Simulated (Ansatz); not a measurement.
The same path of CH5AlBF (9 atoms, charge 0, multiplicity 1) was run twice with different band settings.

Computed with RKS BLYP/def2-SVP (Ansatz).

Relaxed end points:

```xyz
9
Properties=species:S:1:pos:R:3
C -0.317 0.752 -1.413
Al -0.319 -0.647 -0.007
B 0.701 -0.438 1.894
F 1.970 -0.852 2.054
H 0.434 1.554 -1.266
H -0.156 0.307 -2.419
H -1.318 1.238 -1.451
H -1.195 -1.964 -0.297
H 0.199 0.050 2.906
```

```xyz
9
Properties=species:S:1:pos:R:3
C -0.328 0.759 -1.409
Al -0.329 -0.636 0.002
B 0.701 -0.439 1.900
F 1.979 -0.833 2.043
H 0.107 0.347 -2.348
H 0.234 1.680 -1.153
H -1.371 1.052 -1.662
H -1.193 -1.960 -0.294
H 0.201 0.030 2.921
```

Common settings: movable images 7; climbing image yes; optimiser quadratic models (default); start path through a guess of the saddle point; force threshold 0.05 eV/Å; iteration limit 60; end points relaxed.

| run | spring |
| --- | --- |
| 1 | 5.0 eV/Å² |
| 2 | 0.1 eV/Å² |

What does each run give, and how far can it be trusted?

Run 1: converged after 40 iterations, highest image 2.140 eV above the first end. Beside the main top the profile has a ripple of under 15 meV (maxima at images 1, 6), which may be a very shallow well or noise. Neighbouring images differ by up to 2.1 eV, so the band resolves the path poorly. A vibrational analysis at the climbing image gives one clearly imaginary mode, 1083i cm⁻¹: a first-order saddle point.
Run 2: converged after 30 iterations, highest image 2.139 eV above the first end. Neighbouring images differ by up to 2.1 eV, so the band resolves the path poorly. Another band between the same ends (7 images) ends at a top of the same energy, where a vibrational analysis finds 1 clearly imaginary mode.
